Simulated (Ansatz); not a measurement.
Method: PBE-D3(BJ)/def2-SVP (Ansatz, an electronic-structure program). No frequencies were computed at this level.

Ansatz 0.2 input:
```yaml
crystal:
  periodic: [false, false, false]
  atoms:
    - { symbol: Cd, position_ang: [-0.000001, -0.000005, 0.0] }
    - { symbol: F, position_ang: [-1.74724, 0.384923, 0.618722] }
    - { symbol: F, position_ang: [1.747241, -0.384917, -0.618722] }
basis:
  gaussian: { orbitals: def2-svp }
hamiltonian:
  xc: pbe
  dispersion: d3bj
relax:
  max_steps: 150
```

Output:

```
Functional definition: PBE
604 factors; their error is unknown
mean field evaluation 1: about -9982.5629 eV, gradient 6.0e1 eV
mean field evaluation 2: about -9907.7470 eV, gradient 2.0e2 eV
mean field evaluation 4: about -9988.9329 eV, gradient 6.0e0 eV
mean field evaluation 8: about -9988.9749 eV, gradient 6.6e-2 eV
mean field evaluation 16: about -9988.9749 eV, gradient 3.4e-6 eV
mean field -9988.97486192 eV, -367.0880554053 hartree, gradient 3.4e-6 eV, S^2 0.000000; 0 other end points of the search recorded, 0 dependent functions left out
reference -9988.97490165 eV, -367.0880568652 hartree; 19, 19 occupied and 40, 40 virtual orbitals, 604 factors
relax step   1: F+E_penalty+E_count = -9989.00125379 eV  Δ(F+E_penalty+E_count) = +0.000e0 eV  max|allowed force component| = 8.158e-1 eV/Å  Δτ_max = 0.0000 Å  (26 SCF iters, accepted)
these checks for a lower state are left out or cut short: starts, cluster_reference, orbital_swaps, neighbouring_geometries, increment
604 factors; their error is unknown
mean field -9989.00578317 eV, -367.0891917401 hartree, gradient 1.4e-5 eV, S^2 0.000000; 0 other end points of the search recorded, 0 dependent functions left out
reference -9989.00582260 eV, -367.0891931892 hartree; 19, 19 occupied and 40, 40 virtual orbitals, 604 factors
relax step   2: F+E_penalty+E_count = -9989.03206189 eV  Δ(F+E_penalty+E_count) = -3.081e-2 eV  max|allowed force component| = 1.961e-1 eV/Å  Δτ_max = 0.0285 Å  (27 SCF iters, accepted)
these checks for a lower state are left out or cut short: starts, cluster_reference, orbital_swaps, neighbouring_geometries, increment
604 factors; their error is unknown
mean field evaluation 32: about -9989.0079 eV, gradient 2.1e-5 eV
mean field -9989.00790882 eV, -367.0892698563 hartree, gradient 2.1e-5 eV, S^2 0.000000; 0 other end points of the search recorded, 0 dependent functions left out
reference -9989.00794816 eV, -367.0892713022 hartree; 19, 19 occupied and 40, 40 virtual orbitals, 604 factors
relax step   3: F+E_penalty+E_count = -9989.03415050 eV  Δ(F+E_penalty+E_count) = -2.089e-3 eV  max|allowed force component| = 7.367e-3 eV/Å  Δτ_max = 0.0095 Å  (27 SCF iters, accepted)
604 factors; their error is unknown
mean field -9989.00790882 eV, -367.0892698563 hartree, gradient 2.1e-5 eV, S^2 0.000000; 1 other end points of the search recorded, 0 dependent functions left out
reference -9989.00794816 eV, -367.0892713022 hartree; 19, 19 occupied and 40, 40 virtual orbitals, 604 factors
Total energy: -9989.03418984 eV, -367.0902356662 hartree
Atom 0 at     0.000000    -0.000000    -0.000000 Å, force     0.000000     0.000002    -0.000000 eV/Å
Atom 1 at    -1.782358     0.392657     0.631157 Å, force    -0.007367     0.001622     0.002609 eV/Å
Atom 2 at     1.782358    -0.392656    -0.631157 Å, force     0.007367    -0.001624    -0.002609 eV/Å
Dipole moment:    -0.000000    -0.000001     0.000000 e Å
```

Cost: very roughly 2.8 core-seconds.
